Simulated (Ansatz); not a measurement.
Program: Ansatz 0.2.0.

A structure relaxed at PBE0-D4/def2-TZVP, charge 0, multiplicity 1:

Cartesian coordinates in Å:
```
N 0.562 0.435 2.242
Al -0.048 -0.103 0.688
C -1.011 -1.045 -0.564
C -0.192 -0.119 -1.170
S -0.027 0.187 -2.865
H 1.246 1.162 2.368
H 0.275 0.060 3.130
H -1.694 -1.742 -1.045
H 0.889 1.164 -2.784
```

Problem. Give its formula and SMILES.

Solution. C2H4AlNS, `[NH2][Al]1[CH]=[C]1S`.

Problem. Point group (tolerance 0.08 Å, 0.16 Å for H)?

Solution. Cs.

Problem. Summarise the bond lengths by kind.

Solution. 1 × Al–N 1.754 Å; 2 × H–N 1.006 Å; 2 × Al–C 1.838 to 1.863 Å; 1 × C–C 1.376 Å; 1 × C–H 1.088 Å; 1 × C–S 1.731 Å; 1 × H–S 1.342 Å.
